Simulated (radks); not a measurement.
Values are calculated unless marked as measured or tabulated.
Er XXVI, 43 electrons, occupied as [Kr] 4d7. Code: a radial shooting solver on a logarithmic mesh with Libxc functionals. Model: scalar-relativistic Kohn-Sham, Slater X-alpha with alpha = 0.951, spin-polarised, spherical densities, point nucleus; open shells are filled with parallel spins first (spin-orbit coupling, left out, can overturn this in heavy ions). Some entries of the table are withheld. Estimate them.

| orbital | occ. | eigenvalue (eV) | r(max) (bohr) |
|---|---|---|---|
| 1s up | 1 | -58434.87 | 0.01285 |
| 1s down | 1 | -58434.72 | 0.01285 |
| 2s up | 1 | -10555.30 | 0.07309 |
| 2s down | 1 | -10551.65 | 0.07308 |
| 2p up | 3 | -9446.367 | 0.05939 |
| 2p down | 3 | -9443.341 | 0.05938 |
| 3s up | 1 | -3016.648 | 0.2061 |
| 3s down | 1 | -3014.136 | 0.2061 |
| 3p up | 3 | -2678.240 | 0.2025 |
| 3p down | 3 | -2675.585 | 0.2025 |
| 3d up | 5 | -2257.505 | 0.1649 |
| 3d down | 5 | -2254.144 | 0.1650 |
| 4s up | 1 | -1190.583 | (1) |
| 4s down | 1 | -1181.615 | (2) |
| 4p up | 3 | (3) | 0.4705 |
| 4p down | 3 | (4) | 0.4704 |
| 4d up | 5 | -910.7187 | 0.4710 |
| 4d down | 2 | -901.9288 | 0.4710 |

Answer. 
(1) 4s up r(max) (bohr): 0.4560
(2) 4s down r(max) (bohr): 0.4558
(3) 4p up eigenvalue (eV): -1069.749
(4) 4p down eigenvalue (eV): -1060.897
